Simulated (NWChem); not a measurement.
C2H6BClO; SMILES CCB(O)Cl

```xyz
11

B      0.5516     0.2369    -0.0406
Cl    -0.9634     1.1896    -0.0292
C      0.5335    -1.3079    -0.3016
C     -0.6687    -2.0857     0.2229
H      1.4810    -1.7284     0.0753
H      0.5935    -1.4151    -1.4031
H     -1.6117    -1.6802    -0.1740
H     -0.7332    -2.0374     1.3213
H     -0.6168    -3.1491    -0.0561
O      1.7145     0.8904     0.1444
H      1.6026     1.8419     0.2532
```
Atoms are numbered in this order, from 1.

Computed with NWChem. Pople sets run with spherical d functions. The geometry was optimised at PBE0/def2-SVP. LC-ωPBE (HJS hole) with 6-31G*; x = 1 − exp(−ω/0.25 bohr⁻¹) is a scale chosen for this fit.

```
row           x  −ε(HOMO) (eV)
--------  -----  -------------
ω = 0.05  0.181           7.93
ω = 0.15  0.451           9.31
ω = 0.25  0.632          10.38
ω = 0.40  0.798       withheld
ω = 0.60  0.909          12.31
```

### Question
Fit a straight line of the last column on the one before it, predict the withheld value, and compare with the run.

### Answer

1. Means of the 4 shown rows: x = 0.5433, y = 9.983. Slope Σ(x − x̄)(y − ȳ)/Σ(x − x̄)² = 1.692/0.2814 = 6.014; intercept 6.715.
2. The shown rows scatter about the line by 0.127 (root mean square); the largest residual is -0.14, at ω = 0.25.
3. At x = 0.798 (ω = 0.40; inside the shown range) the line gives 11.51.
4. The run gives 11.48, -0.03 from the line, 0.2 times the scatter.
